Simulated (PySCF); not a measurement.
C5H5Cl.

```xyz
11

C      2.5879    -0.1114     1.0563
C      1.6568    -0.5469     0.4179
C      0.5275    -1.0729    -0.3508
C     -0.7726    -0.3411    -0.1062
C     -1.8745    -0.8850     0.4110
Cl    -0.7438     1.3450    -0.5831
H      3.4128     0.2780     1.6221
H      0.7678    -1.0199    -1.4280
H      0.3767    -2.1381    -0.1096
H     -2.7881    -0.3052     0.5499
H     -1.8743    -1.9362     0.7086
```

The structure is a stationary point at B3LYP-D3(BJ)/def2-SVP. The values are those of a single conformer.

Calculation: PBE0/pcSseg-1 (PySCF). Non-relativistic, no solvent.

Computed absolute GIAO shielding of each atom: isotropic value and principal components (ppm):
```csv
atom,σ(iso),σ11,σ22,σ33,span
C1,106.7,30.8,37.9,251.3,220.5
C2,102.8,6.5,7.8,294.3,287.8
C3,151.3,135.9,144.8,173.2,37.4
C4,30.1,-79.4,65.5,104.2,183.7
C5,62.6,-43.5,91.3,140.2,183.7
Cl6,681.5,461.4,599.9,983.3,521.8
H7,29.3,24.2,24.4,39.3,15.1
H8,28.2,24.5,27.3,32.9,8.4
H9,28.2,23.4,28.0,33.3,9.9
H10,25.8,22.6,23.8,31.1,8.6
H11,25.8,22.4,24.5,30.4,8.0
```
